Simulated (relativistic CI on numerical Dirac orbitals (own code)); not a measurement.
**d5 in a ligand field**

Computed with a parametric ligand-field model of a d^n configuration (Racah B and C, spin-orbit zeta, crystal field), exact diagonalisation.

Field parameters in Wybourne normalisation: D3d B²₀ = −7Dσ, B⁴₀ = −14Dq − 21Dτ, B⁴₃ = −14√(10/7) Dq; D4h B²₀ = −7Ds, B⁴₀ = 21(Dq − Dt), B⁴₄ = 21√(5/14) Dq; Oh B⁴₀ = 21Dq, B⁴₄ = √(5/14) B⁴₀; Td as Oh with Dq negative (B⁴₀ = 21Dq, B⁴₄ = √(5/14) B⁴₀). The field is a parameter set, without covalency.

Q: Ground term and bands for B = 980, C = 5040, ζ = 0 cm⁻¹, D3d, 10Dq = 13950, Dσ = -1200, Dτ = -210 cm⁻¹?

A: Ground term 6A1 with 2.00 electrons in the two orbitals of the cubic e set. Spin-allowed: none. Lowest spin-forbidden: 4A2 24203 cm⁻¹ (413 nm), 4E 25424 cm⁻¹ (393 nm), 4A1 29053 cm⁻¹ (344 nm). A high-spin d5 ion has no spin-allowed d-d band, hence its pale colour.

Q: Ground term and bands for B = 340, C = 1230, ζ = 0 cm⁻¹, D4h, 10Dq = 25850, Ds = -1500, Dt = -160 cm⁻¹?

A: Ground term 2E with 0.01 electrons in the two orbitals of the cubic e set. Spin-allowed: 2B2 3582 cm⁻¹ (2792 nm), 2A1 24211 cm⁻¹ (413 nm), 2A2 24560 cm⁻¹ (407 nm), 2E 24689 cm⁻¹ (405 nm). Lowest spin-forbidden: 4B2 18554 cm⁻¹ (539 nm), 4E 20083 cm⁻¹ (498 nm), 4A2 22666 cm⁻¹ (441 nm).

Q: Ground term and bands for B = 370, C = 1660, ζ = 0 cm⁻¹, Td, 10Dq = -11300 cm⁻¹?

A: Ground term 2T2 with 3.94 electrons in the two orbitals of the cubic e set. Spin-allowed: 2A2 9426 cm⁻¹ (1061 nm), 2T1 9551 cm⁻¹ (1047 nm), 2T2 10453 cm⁻¹ (957 nm), 2E 11341 cm⁻¹ (882 nm). Lowest spin-forbidden: 6A1 1576 cm⁻¹, 4T1 3687 cm⁻¹ (2712 nm), 4T2 6343 cm⁻¹ (1577 nm).

Q: Ground term and bands for B = 870, C = 3090, ζ = 0 cm⁻¹, Oh, 10Dq = 7250 cm⁻¹?

A: Ground term 6A1 with 2.00 electrons in the two orbitals of the cubic e set. Spin-allowed: none. Lowest spin-forbidden: 4T1 18901 cm⁻¹ (529 nm), 4T2 22573 cm⁻¹ (443 nm), 4A1+E 24150 cm⁻¹ (414 nm). A high-spin d5 ion has no spin-allowed d-d band, hence its pale colour.

Q: Ground term and bands for B = 990, C = 3520, ζ = 0 cm⁻¹, D3d, 10Dq = 21200, Dσ = -510, Dτ = 380 cm⁻¹?

A: Ground term 6A1 with 2.00 electrons in the two orbitals of the cubic e set. Spin-allowed: none. Lowest spin-forbidden: 2E 566 cm⁻¹, 2A1 3085 cm⁻¹ (3241 nm), 4E 7081 cm⁻¹ (1412 nm). A high-spin d5 ion has no spin-allowed d-d band, hence its pale colour.
